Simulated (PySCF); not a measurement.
Species: C6H6F3O (doublet state).
Z-matrix (Å and degrees, GFN2-xTB geometry), rows numbered from 1:
```
F 
C   1  1.3406
F   2  1.3418  1  106.32
F   2  1.3403  1  106.58  3   113.13
C   2  1.5149  1  112.56  3  -124.09
C   5  1.5285  2  111.88  1    54.17
C   6  1.5488  5  114.74  2    73.52
C   7  1.5281  6  101.72  5   129.25
C   8  1.3125  7  105.99  6    -8.94
O   9  1.3308  8  118.63  7     3.84
H   5  1.0917  2  108.45  1   176.40
H   5  1.0919  2  107.81  1   -65.91
H   6  1.0976  5  109.46  2   -52.73
H   7  1.0924  6  112.18  5    10.18
H   7  1.0890  6  112.08  5  -112.25
H   8  1.0672  7  124.20  6   174.77
```

The hyperfine couplings belong to this conformer and change with its torsions.

Identity: `FC(F)(F)C[C@H]1CC=[C]O1` [radical].

Computed with PySCF 2.14.0, UKS B3LYP, pcH-1 on C F H O, non-relativistic, mean-field spin-orbit, GIAO. The structure is a single GFN2-xTB conformer in the gas phase; no vibrational or solvent corrections. The geometry wasn't refined by DFT: couplings that depend on bond lengths, twists or pyramidal angles can differ widely from those at the functional's own minimum. The SCF solution wasn't tested for stability.

(1) Where do the isotropic ENDOR lines of C9, C8, C6, C7, C2, H16, H14, H15, H13 and H12 fall at 1208.0 mT, to first order?

(2) Which pairs are centred on the nuclear Larmor frequency, and which on half the coupling?

(3) At what field would the lower line of C2 fall to zero frequency?

Answers

(1) For S = 1/2 in fast tumbling each set of equivalent nuclei gives two lines, ν± = |νn ± a/2| to first order, with νn = g_N μN B/h and μN/h = 7.62259 MHz/T.

| nuclei | isotope | g_N | νn (MHz) | a_iso (MHz) | lower line (MHz) | upper line (MHz) |
| --- | --- | --- | --- | --- | --- | --- |
| C9 | 13C | 1.4048 | 12.94 | 565.03 | 269.58 | 295.45 |
| C8 | 13C | 1.4048 | 12.94 | 78.27 | 26.20 | 52.07 |
| C6 | 13C | 1.4048 | 12.94 | 54.46 | 14.30 | 40.17 |
| C7 | 13C | 1.4048 | 12.94 | 38.03 | 6.08 | 31.95 |
| C2 | 13C | 1.4048 | 12.94 | 6.11 | 9.88 | 15.99 |
| H16 | 1H | 5.5857 | 51.43 | 15.20 | 43.83 | 59.03 |
| H14 | 1H | 5.5857 | 51.43 | -11.34 | 45.76 | 57.10 |
| H15 | 1H | 5.5857 | 51.43 | -4.49 | 49.19 | 53.68 |
| H13 | 1H | 5.5857 | 51.43 | -2.97 | 49.95 | 52.92 |
| H12 | 1H | 5.5857 | 51.43 | 1.61 | 50.63 | 52.24 |

The rows for 13C, of low natural abundance, apply to labelled samples.

(2) Centred on νn, since |a| < 2νn: C2, H16, H14, H15, H13 and H12. Centred on |a|/2 and split by 2νn: C9, C8, C6 and C7.

(3) Where νn = |a|/2, that is B = 3.05 MHz/(1.4048 × 7.62259 MHz/T) = 285 mT, as far as first order holds there.

Couplings of abundant isotopes left out: F1/F3/F4 (1.4 MHz).

The largest Mulliken spin populations are on C9 (+0.96), C8 (-0.10), C7 (+0.07) and C6 (+0.06). C9 is the only atom above +0.15. The positive populations add up to 1.11 and the negative ones to -0.11, together 2S = 1.
